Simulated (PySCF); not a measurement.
Sn(F)2(Br)(NH2), H2BrF2NSn, SMILES [NH2][Sn]([F])([F])[Br], PBE0/def2-SVP optimised geometry.

```
7

N     -1.37    -1.03    -1.52
Sn    -0.48    -0.06     0.00
F     -1.06    -0.82     1.67
F     -1.06     1.78     0.00
Br     1.97    -0.06     0.00
H     -1.95    -0.39    -2.06
H     -1.97    -1.78    -1.16
```

Density from PySCF with PBE0/def2-TZVP, def2 effective core potentials past Kr at that geometry. The core electrons that the potentials of Sn replace are not part of the density.

Minimum of the electron density along straight lines between bonded atoms, close to the bond critical point (lines longer than 1.1 times the sum of covalent radii, or with two minima, are not listed):

```json
[
 {"bond": "N1–Sn2", "length / Å": "2.009", "ρ at the minimum / e bohr⁻³": "0.125", "∇²ρ there / e bohr⁻⁵": "0.32", "position (fraction from the first atom)": "0.49"},
 {"bond": "Sn2–F3", "length / Å": "1.925", "ρ at the minimum / e bohr⁻³": "0.122", "∇²ρ there / e bohr⁻⁵": "0.59", "position (fraction from the first atom)": "0.52"},
 {"bond": "Sn2–F4", "length / Å": "1.925", "ρ at the minimum / e bohr⁻³": "0.122", "∇²ρ there / e bohr⁻⁵": "0.59", "position (fraction from the first atom)": "0.52"},
 {"bond": "Sn2–Br5", "length / Å": "2.446", "ρ at the minimum / e bohr⁻³": "…", "∇²ρ there / e bohr⁻⁵": "…", "position (fraction from the first atom)": "0.47"},
 {"bond": "N1–H6", "length / Å": "1.020", "ρ at the minimum / e bohr⁻³": "0.328", "∇²ρ there / e bohr⁻⁵": "-1.59", "position (fraction from the first atom)": "0.74"},
 {"bond": "N1–H7", "length / Å": "1.020", "ρ at the minimum / e bohr⁻³": "0.328", "∇²ρ there / e bohr⁻⁵": "-1.59", "position (fraction from the first atom)": "0.74"}
]
```

Q: Fill in the missing entries.

A: 
- Sn2–Br5, ρ at the minimum / e bohr⁻³: 0.084
- Sn2–Br5, ∇²ρ there / e bohr⁻⁵: 0.11
